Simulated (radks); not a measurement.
Task: These are the eigenvalues of the occupied orbitals of an atom or ion with whole-number occupations (eV). Method: scalar-relativistic Kohn-Sham, LB94 model potential, spin-polarised, spherical densities, finite nucleus; Fermi nuclear charge, rms radius of each element as measured or else 0.836 A^(1/3) + 0.57 fm; computed with a radial shooting solver on a logarithmic mesh with Libxc functionals.

1s up: -89362.67
1s down: -89362.59
2s up: -20491.53
2s down: -20490.77
2p up: -18501.21
2p down: -18498.67
3s up: -8369.363
3s down: -8360.947
3p up: -7788.852

Which element is it, and in what charge state? The configuration may be excited. Open shells, if any, are filled with parallel spins first.

Result: Z = 80, mercury, charge +67: Hg67+ in [Ne] 3s2 3p1. The list shows which subshells hold electrons but not how many an open one holds; the 1s level, -3284 hartree, gives Z - s = 81.0 by -(Z - s)^2/2, which with screening and relativity narrows Z to a few neighbours, and the depths of the outer levels then fix element, charge and occupations together.
